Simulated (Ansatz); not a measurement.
Ansatz (a quantum-chemistry and plane-wave program) input:

Ansatz 0.2 input:
```yaml
crystal:
  periodic: [false, false, false]
  atoms:
    - {symbol: C, position_ang: [-1.72551333, -0.51086076, 0.16244204]}
    - {symbol: C, position_ang: [-0.56307396, 0.38637234, 0.42330781]}
    - {symbol: Si, position_ang: [1.12973651, 0.11756125, -0.25119955]}
    - {symbol: H, position_ang: [-2.54457617, 0.03103838, -0.32680067]}
    - {symbol: H, position_ang: [-2.14199589, -0.90517449, 1.09766571]}
    - {symbol: H, position_ang: [-1.46926428, -1.36260017, -0.47009264]}
    - {symbol: H, position_ang: [-0.76134791, 1.24840501, 1.05353561]}
    - {symbol: H, position_ang: [1.66560463, -1.20509745, 0.16933031]}
    - {symbol: H, position_ang: [2.04915016, 1.18076910, 0.21778072]}
    - {symbol: H, position_ang: [1.11764219, 0.11373263, -1.73912444]}
basis:
  gaussian:
    orbitals: def2-TZVPD
hamiltonian:
  xc: {name: LC-wPBE}
magnetization: {spin_polarized: true, initial_magnetization: 1}
output: {forces: true}
```

Which total energy does the run end on?

-369.75303 Eh (LC-wPBE/def2-TZVPD). The basis has 180 functions.

It need not be the lowest isomer of its formula.
